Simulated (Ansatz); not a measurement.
A series at Y: from `[CH3][Y]([CH3])[CH3]`, ligands are replaced one by one, each step taking up H₂O and setting free CH₄; n counts the steps. Ansatz, PBE0-D4/def2-TZVP geometries. Each molecule was computed in one conformer, which needn't be the lowest.

```json
{"n": "0", "molecule": "`[CH3][Y]([CH3])[CH3]`", "zero-point energy, PBE0-D4/def2-TZVP (kJ/mol)": "259.9"}
{"n": "1", "molecule": "`[CH3][Y]([CH3])[OH]`", "zero-point energy, PBE0-D4/def2-TZVP (kJ/mol)": "205.4"}
{"n": "2", "molecule": "`[CH3][Y]([OH])[OH]`", "zero-point energy, PBE0-D4/def2-TZVP (kJ/mol)": "?"}
{"n": "3", "molecule": "`[OH][Y]([OH])[OH]`", "zero-point energy, PBE0-D4/def2-TZVP (kJ/mol)": "97.3"}
```

By hand: fit a straight line y = ȳ + b (n − n̄) to the 3 given rows and predict n = 2.

n̄ = 1.333, ȳ = 187.53; Σ(n − n̄)(y − ȳ) = -252.83, Σ(n − n̄)² = 4.667, so b = -54.17 kJ/mol a step. Prediction: 187.53 + (-54.17) × (0.667) = 151.4 kJ/mol.

By hand: compare with the computed value, 151.8 kJ/mol, and give the steps along the whole series.

The line misses by 0.4 kJ/mol (computed minus predicted). Steps: -54.5, -53.6, -54.5 kJ/mol.

The steps differ by at most 0.9 kJ/mol, 1.7 % of a mean step, so the ligands' effects nearly add and a line is close. The miss is 0.2 % of the series' range.
